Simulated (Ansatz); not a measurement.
Job for Ansatz (a first-principles code): R-CCSD(T)/cc-pV(Q+d)Z on H4Si2 (SMILES [SiH][SiH3]), 2S+1 = 1, a spin state set in the input, which need not be the lowest. Files ending in .json are basis or fitting sets from the Basis Set Exchange.

Ansatz 0.2 input:
```yaml
crystal:
  periodic: [false, false, false]
  atoms:
    - {symbol: Si, position_ang: [1.21190674, -0.51786725, -0.14564710]}
    - {symbol: Si, position_ang: [-1.01450113, 0.33960406, 0.08824494]}
    - {symbol: H, position_ang: [1.73192033, 0.82458781, 0.35298490]}
    - {symbol: H, position_ang: [-1.24449291, 0.73925991, 1.50430800]}
    - {symbol: H, position_ang: [-2.08156299, -0.62031099, -0.29128747]}
    - {symbol: H, position_ang: [-1.16954299, 1.55214805, -0.76237523]}
basis:
  gaussian:
    orbitals: cc-pV_Q+d_Z.json
magnetization: {spin_polarized: false}
correlation: {method: ccsd_t, electrons: outside_noble_gas}
scf: {omitted_lower_state_checks: [cluster_reference]}
```

Give the final energy of this run.

-580.4537 hartree (reference determinant -580.1515, T1 diagnostic 0.015).

How many basis functions does it have, and what does it roughly cost on one machine?

248 functions; about 2.4 core-minutes (a rough figure).
